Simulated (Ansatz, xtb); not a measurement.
# Relative energy of two isomers of C2H10ClNSi2

Structure X is `CCN[SiH2][SiH2]Cl`, a singlet and structure Y is `CCN([SiH3])[SiH2]Cl`, a singlet. Both are isolated molecules in the gas phase, relaxed with PBE-D3(BJ)/def2-SVP, each in the lowest conformer that the search found.

Q: Which of the two would you expect CCSD(T)/def2-SVP + ΔMP2/def2-TZVPP electronic energies to favour?

A: Structure Y; the calculation gives E(Y) − E(X) = −0.827 eV.

Level by level:

```tsv
level	geometry	E(Y) − E(X) (eV)	departure from the last row (eV)	job, with rough time for the two
GFN2-xTB	GFN2-xTB	−1.177	−0.350	optimisation, 0.36 s
HF/STO-3G	GFN2-xTB	−0.492	+0.335	single point, 0.42 s
r2SCAN-D4/def2-SVP	GFN2-xTB	−0.709	+0.118	single point, 4.8 s
PBE-D3(BJ)/def2-SVP	PBE-D3(BJ)/def2-SVP	−0.571	+0.256	optimisation, 49 s
HF/def2-SVP	PBE-D3(BJ)/def2-SVP	−0.782	+0.045	part of the CCSD(T) run
MP2/def2-SVP	PBE-D3(BJ)/def2-SVP	−0.892	−0.065	part of the CCSD(T) run
CCSD(T)/def2-SVP	PBE-D3(BJ)/def2-SVP	−0.821	+0.006	single point
CCSD(T)/def2-SVP + ΔMP2/def2-TZVPP	PBE-D3(BJ)/def2-SVP	−0.827		single point, 69 s
```

As drawn, Y has 1 N–Si, 1 Si–H in place of 1 Si–Si, 1 N–H.

None of the levels shown reverses the order. The largest departure from CCSD(T)/def2-SVP + ΔMP2/def2-TZVPP is that of GFN2-xTB, 0.350 eV. The last row adds to CCSD(T) the change of the MP2 difference between the two basis sets, here −0.006 eV.

With thermal terms from frequencies at re-optimised GFN2-xTB minima (ideal gas, soft modes damped towards free rotors, one conformer each, 298.15 K, 1 atm): on the last row, ΔE + ΔZPE = −0.869, ΔH = −0.882, ΔG = −0.838 eV.

The correlated steps freeze 18 core orbitals. Run with Ansatz 0.2.0, xtb 6.7.1; the last row on 4 threads of Arm Neoverse V1 on a shared host.
